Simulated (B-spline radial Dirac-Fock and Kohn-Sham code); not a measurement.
## Relativistic shifts of the levels of Hg⁴⁰⁺

System: mercury as Hg⁴⁰⁺ in the configuration 1s2 2s2 2p6 3s2 3p6 3d10 4s2 4p6 4d4.

Both columns are ΔSCF binding energies of the configuration average from a radial finite-basis atomic code: non-relativistic Hartree-Fock with a point nucleus, and Dirac-Fock with a finite nucleus and the Coulomb interaction alone, averaged over the two j levels with weights 2j+1.

```csv
shell,Hartree-Fock (eV),Dirac-Fock (eV),shift (eV),shift (%)
1s,77359.2,85397.7,+8038.56,+10.39
2s,14588.8,16756.3,+2167.48,+14.86
2p,14081.1,14816.8,+735.73,+5.22
3s,4816.5,5378.7,+562.26,+11.67
3p,4581.1,4798.6,+217.46,+4.75
3d,4150.1,4135.8,-14.30,-0.34
4s,2201.9,2386.6,+184.68,+8.39
4p,2090.5,2165.6,+75.10,+3.59
4d,1909.3,1912.2,+2.93,+0.15
```

Relativity binds 1s, 2s, 2p, 3s, 3p, 4s, 4p, 4d more strongly, among those listed most of all 2s in relative terms, and 3d more weakly, because the contracted s and p shells screen the nucleus better.

Values without a named source are computed, but for edge energies of neutral atoms, which are taken from tables.
